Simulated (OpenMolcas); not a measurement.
# Co6+: Racah parameters, the spin-orbit constant, worked from levels

| Property | Result |
| --- | --- |
| Program | OpenMolcas |
| Basis | ANO-RCC-VTZP [6s5p3d2f1g] |
| Scalar Hamiltonian | DKH2, point nucleus |
| Active space | 9 electrons in 8 orbitals (RAS1 3p, at most 2 holes; RAS2 3d) |
| State averaging | 2S+1 = 4 even, 10 roots; 2S+1 = 2 even, 40 roots |
| Spin-orbit coupling | RASSI with atomic mean-field integrals over the reference wave functions, term energies averaged over their components |

Methods: RASSCF; MS-RASPT2, IPEA 0.25 Eh, imaginary shift 0.1 Eh (closed shells correlated: 3s). Measured levels: Sugar and Corliss, J. Phys. Chem. Ref. Data 10, 1097 (1981).

**Racah parameters.** Above ⁴F, d3 has ⁴P at 15B, ²G at 4B + 3C and ²H at 9B + 3C. The first two fix B and C, and the third tests them; where it misses by thousands of cm-1, two parameters do not describe the configuration (Trees and configuration-interaction terms are left out) and B and C hang on the terms chosen. Term energies are centres of gravity, weighted by 2J + 1.

```tsv
Source	⁴P	²G	B	C	C/B	²H from B, C	²H found
RASSCF	23144	25373	1543	6400	4.15	33087	35486
MS-RASPT2	21122	23282	1408	5883	4.18	30321	32323
```

Energies in cm-1. From RASSCF to MS-RASPT2, B changes by -8.7 % and C by -8.1 %.

**The spin-orbit constant.** For the Hund term ⁴F of d3, E(J) = (A/2) J(J+1) + constant and ζ = 2S·A = 3A. From J = 3/2 to J = 9/2 the energy changes by 10.5 A.

| Source | E(9/2) - E(3/2) | A | ζ |
| --- | --- | --- | --- |
| RASSCF | 2965.8 | 282.5 | 847 |
| MS-RASPT2 | 2961.1 | 282.0 | 846 |
| measured | 2723.0 | 259.3 | 778 |

All in cm-1. MS-RASPT2 is off by +8.7 % and RASSCF by +8.9 %. Both methods take the spin-orbit matrix elements from the reference wave functions, so the second can move ζ only through the term energies and any multistate remixing. Second-order mixing with other terms is absorbed into this ζ.

CASPT2 breaks the degeneracy within a term, and the mean is taken; among the terms shown or strongly mixed into the levels shown the widest spread is 950 cm-1 (3d³ ⁴F, MS-RASPT2). Active for correlation alone: 3p; no level in the range computed is led by a configuration that opens it, so any true level of that kind is missing. Without dynamic correlation excited terms often stand tens of per cent too high (terms of higher spin than the ground term too low), and those without a measured partner can miss by more than the paired ones (holds for RASSCF). Measured partners are found by configuration, term and J. A level has none where our copy of the source lacks it or the pairing is in doubt (some pairs that miss far off the trend of their configuration count as doubtful), and it then counts in no deviation. Only configurations of the active space appear.
